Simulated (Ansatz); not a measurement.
Consider the redistribution: `O[SiH2]B(O)F` + `OC(F)[SiH3]` → `O[SiH2]C(O)[SiH3]` + `OB(F)F`.

Program: Ansatz. Geometries: PBE0-D4/def2-TZVP. ΔE: electronic, gas phase. CCSD(T)/CBS adds triple-zeta CCSD(T) − MP2 to the extrapolated MP2 energy (def2 sets, frozen cores). This one scheme is used for every species. DFT in def2-TZVPP. One conformer a species, not always the lowest.

```
            species  PBE0 energy (Eh)
     `O[SiH2]B(O)F`        -566.90724
      `OC(F)[SiH3]`        -505.40959
`O[SiH2]C(O)[SiH3]`        -772.02246
           `OB(F)F`        -300.37318
```

(1) Work out ΔE.

Largest T1 diagnostic among the species: 0.013.

Answers

(1) ΔE = (-772.02246) + (-300.37318) − (-566.90724) − (-505.40959) = -0.07881 Eh = -2.14 eV. CCSD(T)/CBS gives -2.30 eV.

The D4 term adds −0.08 eV with B3LYP and −0.04 eV with PBE0; it sums over pairs of atoms, weighted by their polarisabilities, and B3LYP, whose exchange is more repulsive, gets the larger term. From PBE to PBE0 (25 % exact exchange), in def2-TZVPP and without D4, ΔE moves by −0.13 eV.

B3LYP here is the variant with VWN-RPA as its local correlation; programs differ in this.
